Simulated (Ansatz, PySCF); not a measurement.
Molecule: GeCl2, charge 1, multiplicity 2. 
Geometry from a B3LYP-D3(BJ)/def2-TZVP (Ansatz, an electronic-structure program) optimisation:
```xyz
3

Ge     0.0006    -0.0052     0.5407
Cl     1.1761     1.3934    -0.4968
Cl    -1.1771    -1.3837    -0.5209
```
Charge +1, spin multiplicity 2.

Total electronic energies in hartree. Correlated levels leave the core frozen unless marked. UHF or UKS for open shells. No spin-orbit coupling. Frozen are the shells of the preceding noble gas and the d and f shells that filled before the atom's block. Non-relativistic. CBS(X,Y): correlation extrapolated as X^-3; Hartree-Fock from the larger set. The bracket is a focal-point correction in the basis named.

| level | program | energy (Eh) |
|---|---|---|
| HF/def2-TZVPD | PySCF | -2994.14754 |
| HF/def2-QZVPPD | Ansatz | -2994.21391 |
| RI-HF/def2-TZVPPD | Ansatz | -2994.14761 |
| RI-HF/def2-QZVPP | Ansatz | -2994.21372 |
| SVWN5/def2-TZVPD | Ansatz | -2991.05494 |
| M06-L/def2-TZVPD | PySCF | ___ |
| PBE0-D4/def2-TZVPD | Ansatz + dftd4 | ___ |
| r2SCANh-D4/def2-TZVPD | Ansatz + dftd4 | -2997.07480 |
| r2SCAN0/def2-TZVPD | Ansatz | -2997.05622 |
| MN15/def2-TZVPD | PySCF | -2997.26830 |
| RI-MP2/def2-QZVPPD | Ansatz | -2994.69659 |
| RI-MP2/CBS(def2-TZVPP,def2-QZVPP) | Ansatz | -2994.7271 |
| SCS-MP2/def2-TZVPPD | Ansatz | -2994.58086 |
| CCSD/6-31G* | Ansatz | -2994.13258 |
| RI-MP2/CBS(def2-TZVPPD,def2-QZVPPD)+[CCSD(T)-MP2]/def2-TZVPPD | Ansatz | -2994.7870 |

Q: Some entries are withheld; supply them.

A: 
- M06-L/def2-TZVPD, energy (Eh): -2997.09312
- PBE0-D4/def2-TZVPD, energy (Eh): -2996.59505
